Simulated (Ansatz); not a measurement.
Stepwise reaction of `N#[C][Ge]([F])([F])[C]#N` with hydrogen, as a gas-phase model of exchange steps in deposition or etching. ΔE in kJ/mol.

Calculated with Ansatz (gas phase, PBE0-D4/def2-TZVP geometries, no zero-point term in ΔE). CCSD(T)/CBS adds triple-zeta CCSD(T) − MP2 to the extrapolated MP2 energy (def2 sets, frozen cores). This one scheme is used for every species. Functionals use def2-TZVPP. B3LYP here is the variant with VWN-RPA as its local correlation; programs differ in this. For Ge outer-core shells are correlated without core-valence functions, which leaves a few kJ/mol of doubt a bond. Scalar relativity is left out up to krypton.

```tsv
step	reaction	PBE-D4	B3LYP-D4	ωB97M-V	CCSD(T)/CBS
1	`N#[C][Ge]([F])([F])[C]#N` + H₂ → `N#[C][GeH]([F])[F]` + `C#N`	-29.2	-32.7	-32.9	-31.2
```

**Question.** Give the row of step 2, `N#[C][GeH]([F])[F]` + H₂ → `[F][GeH2][F]` + `C#N`. (Estimate.)

**Answer.** Computed: 
```
step                                            reaction  PBE-D4  B3LYP-D4  ωB97M-V  CCSD(T)/CBS
   2  `N#[C][GeH]([F])[F]` + H₂ → `[F][GeH2][F]` + `C#N`   -13.4     -16.1    -15.0        -13.8
```

**Question.** By hand: ΔE of the 2 steps together at CCSD(T)/CBS.

**Answer.** (-31.2) + (-13.8) = -45.0 kJ/mol, or -22.5 kJ/mol a step.

In ΔE each step is higher than the one before. All are downhill at CCSD(T)/CBS. PBE-D4 differs from CCSD(T)/CBS by 0.4 to 2.0 kJ/mol a step. Isolated molecules leave out the surface, adducts and barriers. Largest T1 diagnostic: 0.014.
